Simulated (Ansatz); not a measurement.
Al3Si was relaxed with PBE0-D4 (def2-TZVP) in Ansatz in these states: neutral doublet, neutral quartet. The geometries follow in no particular order.

A:

```xyz
4

Al    1.153   -0.386    0.737
Al   -1.152    0.119    1.714
Al    1.026   -0.077   -1.795
Si   -1.026    0.343   -0.656
```

B:

```tsv
atom	x (Å)	y (Å)	z (Å)
Al1	1.2138	0.0434	-0.5849
Al2	-0.3983	-2.1473	-0.6479
Al3	0.1343	2.1378	0.7751
Si4	-0.9497	-0.0340	0.4577
```

Problem. Judge from the bond lengths which geometry belongs to which state (an estimate).

Solution. A is the neutral doublet (Al1–Si4 2.687 Å, Al1–Al3 2.554 Å, Al1–Al2 2.554 Å); B is the neutral quartet (Al1–Si4 2.403 Å, Al1–Al3 2.721 Å, Al1–Al2 2.721 Å).
